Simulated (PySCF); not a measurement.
Can point charges reproduce the dipole moment of `CC(C)=N/N=C/C(F)(F)F`?

Coordinates (GFN2-xTB, Å) and charges (e) from the PBE0/pcSseg-1 density (PySCF):

```csv
atom,x,y,z,Mulliken,IAO,Hirshfeld,ESP-fitted
C1,-1.690,-0.802,-0.922,-0.2023,-0.4571,-0.1187,-0.4919
C2,-1.331,0.198,0.137,-0.0699,+0.1504,+0.0912,+0.5529
C3,-2.447,0.948,0.786,-0.2108,-0.4347,-0.1180,-0.6176
N4,-0.149,0.435,0.508,-0.2267,-0.1151,-0.0633,-0.2669
N5,0.982,-0.102,0.311,-0.1750,-0.0763,-0.0569,-0.1742
C6,1.923,0.272,-0.456,-0.0260,-0.1202,-0.0300,-0.0300
C7,3.254,-0.395,-0.329,+0.8063,+0.8008,+0.2484,+0.5448
F8,3.721,-0.789,-1.532,-0.2793,-0.2901,-0.1080,-0.2138
F9,3.238,-1.476,0.452,-0.2564,-0.2684,-0.0922,-0.1829
F10,4.196,0.432,0.170,-0.2745,-0.2867,-0.1079,-0.1948
H11,-0.796,-1.235,-1.367,+0.1359,+0.1590,+0.0445,+0.1538
H12,-2.286,-1.602,-0.485,+0.1390,+0.1612,+0.0549,+0.1446
H13,-2.285,-0.328,-1.700,+0.1345,+0.1600,+0.0538,+0.1378
H14,-2.987,1.533,0.043,+0.1290,+0.1535,+0.0503,+0.1678
H15,-2.063,1.614,1.553,+0.1356,+0.1671,+0.0500,+0.1627
H16,-3.152,0.252,1.237,+0.1297,+0.1542,+0.0520,+0.1752
H17,1.866,1.057,-1.207,+0.1109,+0.1427,+0.0498,+0.1324
```

Q: Compute μ = Σ q r for each scheme (1 e·Å = 4.803 D) and compare with the dipole of the full density.

A: The full density gives (-4.38, 0.90, -1.40) D, 4.69 D in size; dipole vectors point from the negative to the positive end.

```
    scheme     μx    μy     μz  size (D)  share of the full size (%)  angle to the full dipole (°)
  Mulliken  -5.93  0.74  -1.86      6.26                         134                             4
       IAO  -5.20  1.35  -0.96      5.46                         116                             8
 Hirshfeld  -3.31  0.53  -0.38      3.38                          72                            11
ESP-fitted  -4.44  0.90  -1.43      4.76                         101                             0
```

Q: Which set comes closest?

A: Length of the difference vector: ESP-fitted 0.07 D, IAO 1.03 D, Hirshfeld 1.53 D, Mulliken 1.62 D. Closest: ESP-fitted. ESP charges are fitted to the potential around the molecule, whose slowest-falling term is the dipole's. 

Q: What is left for the Hirshfeld atoms' own dipoles?

A: The Hirshfeld atoms' densities add up to the full density, so μ = Σ q r + Σ (atomic dipoles). The atomic dipoles sum to (-4.38, 0.90, -1.40) − (-3.31, 0.53, -0.38) = (-1.07, 0.37, -1.02) D, 1.53 D in size.

Q: With the origin at the mean of the coordinates, (0.000, 0.001, -0.165) Å, which are the largest single terms, by size, of the Hirshfeld dipole along the direction of the full one?

A: C7 -3.66, F10 +2.04, F8 +1.67, F9 +1.55, C3 -1.24 D; all 17 atoms together +3.31 D. The single terms depend on the origin, their sum doesn't.

Q: Give the size of the full dipole in other units.

A: 4.69 D = 1.844 au = 0.976 e·Å = 15.64 × 10⁻³⁰ C·m.

Isolated species at its GFN2-xTB geometry (one conformer only).

The values belong to the conformer `[CH3:1][C:2]([CH3:3])=[N:4]/[N:5]=[CH:6]/[C:7]([F:8])([F:9])[F:10]`: C2–N4–N5–C6 103°, N5–C6–C7–F8 131°.
